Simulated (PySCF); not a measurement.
# KBi and its ions

ROHF-SCS-MP2; basis K def2-SVP, Bi def2-SVP with ECP60; scalar-relativistic core potentials; PySCF 2.14. Neutral (ROHF): triplet (π ↑↑), Re = 3.466 Å, ωe = 128 cm⁻¹, De = 0.59 eV.

KBi⁺ (UHF): quartet (σ ↑, π ↑↑), Re = 4.027 Å, ωe = 53.8 cm⁻¹. The energies at the minima are -812.79051 hartree for KBi and -812.62396 for KBi⁺.

(1) Work out the adiabatic ionisation energy, without and with harmonic zero-point energies (1 hartree = 27.2114 eV, 1 eV = 8065.5 cm⁻¹), and the change of the bond length.

Correlated steps freeze 9 core orbitals. UHF and ROHF references stand side by side, which adds small steps between rows. Correlated levels converge slowly with the basis: in double zeta they bind strong bonds too weakly, by up to about 1 eV, and carry superposition errors of some tenths. Spin–orbit coupling is left out, which matters for elements this heavy, above all for dissociation energies. States were picked by a PBE0 search and need not be the measured ground states.

Neutral and ion stand on different kinds of reference determinant, which adds to the error of the difference.

Results:

(1) At SCS-MP2: 0.16655 hartree = 4.532 eV between the minima; the zero-point term (53.8 − 128.0)/2 cm⁻¹ = -0.005 eV makes it 4.527 eV. Re changes by +56.1 pm against the neutral. The electron leaves a σ orbital, and the ion is left as a loose complex of an ion and an atom.
